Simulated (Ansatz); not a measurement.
Ansatz (a first-principles code) input (RPA@PBE/cc-pV(T+d)Z):
A basis named .json is the Basis Set Exchange file of that set.

Ansatz 0.2 input:
```yaml
crystal:
  periodic: [false, false, false]
  atoms:
    - {symbol: C, position_ang: [-2.22668425, -0.13517581, -0.01903695]}
    - {symbol: C, position_ang: [-0.74225317, -0.20239316, 0.14181721]}
    - {symbol: C, position_ang: [-0.01911908, -1.02540948, 0.96438830]}
    - {symbol: C, position_ang: [1.36205259, -0.77820648, 0.82236165]}
    - {symbol: C, position_ang: [1.74568159, 0.16972963, -0.04511369]}
    - {symbol: S, position_ang: [0.30454438, 0.83879899, -0.76989646]}
    - {symbol: H, position_ang: [-2.61582906, 0.85256276, 0.23739355]}
    - {symbol: H, position_ang: [-2.70184060, -0.86471889, 0.63675909]}
    - {symbol: H, position_ang: [-2.53158165, -0.35466550, -1.04455126]}
    - {symbol: H, position_ang: [-0.46242922, -1.75657614, 1.62380616]}
    - {symbol: H, position_ang: [2.72090424, 0.53134573, -0.32156334]}
basis:
  gaussian:
    orbitals: cc-pV_T+d_Z.json
hamiltonian:
  xc: pbe
magnetization: {spin_polarized: true, initial_magnetization: 1}
correlation: {method: rpa, electrons: outside_noble_gas}
```

Output:

```
Functional definition: PBE
integrals: 0.80 GiB planned
1497 factors; integrals over basis functions are off by at most 1.2e-3 eV
mean field: 1.58 GiB planned
mean field evaluation 1: about -16067.9735 eV, gradient 6.7e1 eV
mean field evaluation 2: about -16067.9546 eV, gradient 6.7e1 eV
mean field evaluation 4: about -16084.5484 eV, gradient 3.2e1 eV
mean field evaluation 8: about -16090.0186 eV, gradient 2.1e0 eV
mean field evaluation 16: about -16090.0404 eV, gradient 1.1e-2 eV
mean field evaluation 32: about -16066.4332 eV, gradient 5.1e1 eV
mean field evaluation 64: about -16090.0404 eV, gradient 2.9e-6 eV
mean field -16090.04039479 eV, -591.2980782876 hartree, gradient 2.9e-6 eV, S^2 0.756340; 2 other end points of the search recorded, 0 dependent functions left out
10 core orbitals not correlated
reference -16047.07353223 eV, -589.7190752123 hartree; 16, 15 occupied and 233, 234 virtual orbitals, 1497 factors
Total energy: -16089.04714361 eV, -591.2615769797 hartree
```

It need not be the lowest isomer of its formula.
